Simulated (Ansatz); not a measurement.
H₂O₂Sn (SMILES [OH][Sn][OH]), singlet, geometry from GFN2-xTB (such geometries of metal compounds can be far from the true shape) (core potentials on Sn); Ansatz (an electronic-structure program) with PBE/def2-TZVPPD.

The Ansatz input:
Ansatz 0.2 input:
```yaml
crystal:
  periodic: [false, false, false]
  atoms:
    - {symbol: Sn, position_ang: [-0.03831092, 0.01139012, 0.37510531]}
    - {symbol: O, position_ang: [0.60585058, 1.45649709, -0.89782713]}
    - {symbol: H, position_ang: [0.65812911, 1.30120544, -1.83954578]}
    - {symbol: O, position_ang: [-0.36322067, -1.40321474, -1.09200665]}
    - {symbol: H, position_ang: [-0.68362210, -2.29697019, -0.99704947]}
basis:
  gaussian:
    orbitals: def2-TZVPPD.json
hamiltonian:
  xc: pbe
```
The basis file holds def2-TZVPPD in the JSON format of the Basis Set Exchange.

It wrote (shortened):

```
Functional definition: PBE
890 factors; their error is unknown
mean field evaluation 1: about -9940.3758 eV, gradient 9.9e1 eV
mean field evaluation 2: about -9672.7451 eV, gradient 2.8e2 eV
mean field evaluation 4: about -9956.8561 eV, gradient 2.0e1 eV
mean field evaluation 8: about -9957.4685 eV, gradient 5.8e-1 eV
mean field evaluation 16: about -9957.4585 eV, gradient 2.5e-4 eV
mean field -9957.45854317 eV, -365.9298520538 hartree, gradient 2.0e-5 eV, S^2 0.000000; 0 other end points of the search recorded, 0 dependent functions left out
reference -9957.45859386 eV, -365.9298539166 hartree; 20, 20 occupied and 150, 150 virtual orbitals, 890 factors
Total energy: -9957.45859386 eV, -365.9298539166 hartree
```
